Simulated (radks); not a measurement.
Results of a calculation; reference values are marked as such.
Ionisation of neutral nickel, [Ar] 3d8 4s2, to Ni+, [Ar] 3d9, under several functionals. Scalar-relativistic Kohn-Sham, spin-polarised, spherical densities, finite nucleus; open shells are filled with parallel spins first; a radial shooting solver on a logarithmic mesh with Libxc functionals.

functional                               E(Ni) (hartree)  Exc (hartree)  IE (eV)  -e(HOMO) (eV)  <r> HOMO (bohr)  IE error (eV)
PBEsol                                       -1519.26612      -61.94369    7.019          5.483            2.836         -0.621
HCTH/407                                     -1521.51718      -64.33789    6.699          5.469            2.886         -0.941
revPBE                                       -1520.71417      -63.42132    6.938          5.394            2.857         -0.702
exchange-only r2SCAN                         -1519.50878      -62.17654    6.582          4.949            2.937         -1.058
LDA (Slater exchange, VWN5 correlation)      -1518.10008      -60.75833    7.267          5.681            2.821         -0.373
exchange-only PBE                            -1519.31104      -61.97549    6.961          4.779            2.926         -0.679
BLYP                                         -1520.91692      -63.62070    7.241          5.441            2.843         -0.399
B86b exchange with PBE correlation           -1520.89740      -63.60703    7.106          5.491            2.843         -0.533
PBE                                          -1520.56757      -63.27057    7.076          5.462            2.849         -0.564
r2SCAN                                       -1520.80069      -63.49536    6.992          5.702            2.857         -0.648
XLYP                                         -1521.17833      -63.88682    7.283          5.465            2.848         -0.357

NIST Atomic Spectra Database: 7.640 eV (measured). Closest: XLYP. The Delta-SCF values span 0.70 eV, the total energies 3.42 hartree. The highest occupied level is 4s. Open shells are spherical and high-spin; term and fine-structure splittings are not resolved.
